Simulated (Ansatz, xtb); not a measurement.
# H5NOPSi: where a starting geometry ends

The starting geometry of this gas-phase doublet was built from a drawn formula by distance geometry and a force field; its bonds are those of `[O-][NH2+][SiH2][PH]`.

| atom | x (Å) | y (Å) | z (Å) |
| --- | --- | --- | --- |
| N | 0.4169 | -0.2503 | -2.3500 |
| O | -0.2425 | -1.3712 | -2.7749 |
| P | 2.8050 | 1.8388 | -2.2130 |
| Si | 1.9568 | -0.1649 | -3.0684 |
| H | -0.1149 | 0.5700 | -2.6316 |
| H | 0.5514 | -0.2751 | -1.3461 |
| H | 2.8872 | -1.1678 | -2.5839 |
| H | 1.9269 | -0.0065 | -4.5310 |
| H | 3.9677 | 1.6918 | -2.8898 |

Q: Where would you expect an optimisation with r2SCAN-D4/def2-SVP to take it?

A: It rearranges to `NO[SiH2][PH]`. Contacts that open: N1–Si4 (1.70 → 2.51 Å). Contacts that close: O2–Si4 (2.53 → 1.69 Å).

The energy falls by 2.22 eV over 27 steps:

```csv
step,E − E(last) (eV)
1,2.215
4,1.582
7,1.303
10,0.893
13,0.206
15,0.119
18,0.115
21,0.041
24,0.003
27,0.000
```

Final geometry (Å):

```yaml
atoms:
  - { symbol: N, position_ang: [0.1518, -0.1255, -1.7723] }
  - { symbol: O, position_ang: [0.4895, -0.3624, -3.1608] }
  - { symbol: P, position_ang: [2.7903, 1.9114, -2.6784] }
  - { symbol: Si, position_ang: [2.1641, -0.1688, -3.2747] }
  - { symbol: H, position_ang: [-0.5747, 0.5956, -1.8198] }
  - { symbol: H, position_ang: [-0.3443, -0.9784, -1.4947] }
  - { symbol: H, position_ang: [2.8758, -1.1833, -2.4357] }
  - { symbol: H, position_ang: [2.4555, -0.4232, -4.7185] }
  - { symbol: H, position_ang: [4.1465, 1.5993, -3.0338] }
```

From the same start GFN2-xTB reaches the same bonding as this run.

The end wasn't checked by frequencies. Open shells are spin-unrestricted. Run with Ansatz 0.2.0, 3.4 min on 2 threads of Arm Neoverse V1, on a shared host.
